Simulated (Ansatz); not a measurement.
Hg3H12Se3, a cluster cut from wurtzite HgSe (hydrogen-capped), relaxed as a singlet with RKS PBE-D4/def2-SVP in Ansatz, starting from the GFN1-xTB geometry. Force threshold 0.02 eV/Å.

In the def2 sets Hg takes a core potential; there is no spin–orbit coupling.

Start:

```xyz
18

Hg    3.101   -0.788   -0.761
Hg   -1.346   -1.132    2.773
Hg   -1.772    1.866   -2.049
Se    1.273   -1.343    1.472
Se    0.965    0.807   -1.993
Se   -2.231    0.567    0.546
H     1.492   -2.751    1.615
H     2.129   -1.030    2.576
H     4.045    0.386   -0.103
H     2.977   -2.183   -1.624
H     1.695    1.997   -2.309
H     1.055    0.320   -3.336
H    -1.046   -0.005    3.931
H    -2.013   -2.572    2.349
H    -2.797    1.660    1.279
H    -3.514   -0.016    0.289
H    -2.482    0.795   -3.074
H    -1.531    3.422   -1.579
```

| step | energy (eV) | largest force component (eV/Å) | SCF passes |
| --- | --- | --- | --- |
| 1 | -208718.5650 | 1.586 | 17 |
| 2 | -208719.8022 | 1.057 | 23 |
| 3 | -208720.1629 | 0.250 | 18 |
| 4 | -208720.3034 | 0.045 | 18 |
| 5 | -208720.3204 | 0.013 | 19 |
| 6 | -208720.3221 | 0.013 | 19 |

Force components are those of the run's own axes.

End:

| atom | x (Å) | y (Å) | z (Å) |
| --- | --- | --- | --- |
| Hg1 | 3.743 | -0.950 | -0.917 |
| Hg2 | -1.630 | -1.366 | 3.350 |
| Hg3 | -2.138 | 2.252 | -2.472 |
| Se4 | 1.282 | -1.355 | 1.482 |
| Se5 | 0.978 | 0.821 | -2.009 |
| Se6 | -2.248 | 0.564 | 0.546 |
| H7 | 1.517 | -2.812 | 1.644 |
| H8 | 2.175 | -1.053 | 2.628 |
| H9 | 4.348 | 0.393 | -0.131 |
| H10 | 3.220 | -2.316 | -1.725 |
| H11 | 1.740 | 2.045 | -2.362 |
| H12 | 1.074 | 0.323 | -3.404 |
| H13 | -1.136 | -0.028 | 4.219 |
| H14 | -2.161 | -2.735 | 2.555 |
| H15 | -2.854 | 1.691 | 1.298 |
| H16 | -3.586 | -0.029 | 0.298 |
| H17 | -2.669 | 0.892 | -3.282 |
| H18 | -1.655 | 3.662 | -1.718 |

Bonds lost: Hg1–Se4, Hg1–Se5, Hg2–Se4, Hg2–Se6, Hg3–Se5, Hg3–Se6 (atoms count from 1). The end holds 6 separate pieces.

The force fell under the threshold at step 5, but the optimiser went on. No frequencies were taken in this run, so the end may be a saddle point.

Run time 17 s (4 threads of AMD EPYC 9B14 on a shared host).
